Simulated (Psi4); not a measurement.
A dimer, C2H3N ··· H3O+ (SMILES CC#N and [OH3+]) (charge +1); the first 6 atoms form monomer A.

```
10

C     -0.4884    -0.0073     0.0112
C      0.9654     0.0143    -0.0219
N      2.1144     0.0315    -0.0483
H     -0.8736    -0.6164    -0.8068
H     -0.8364    -0.4267     0.9553
H     -0.8813     1.0046    -0.0895
O      2.6733    -2.8242    -0.1963
H      3.4891    -3.3694    -0.1966
H      1.9991    -3.1313    -0.8394
H      2.3114    -2.6650     0.7017
```

Task: What interaction energy does Psi4 with SAPT0/jun-cc-pVDZ, frozen core give, and which attractive term is the largest?

Result: Total -32.85 kJ/mol: electrostatics -31.53, exchange 12.76, induction -10.30, dispersion -3.78. The most attractive term is electrostatics.
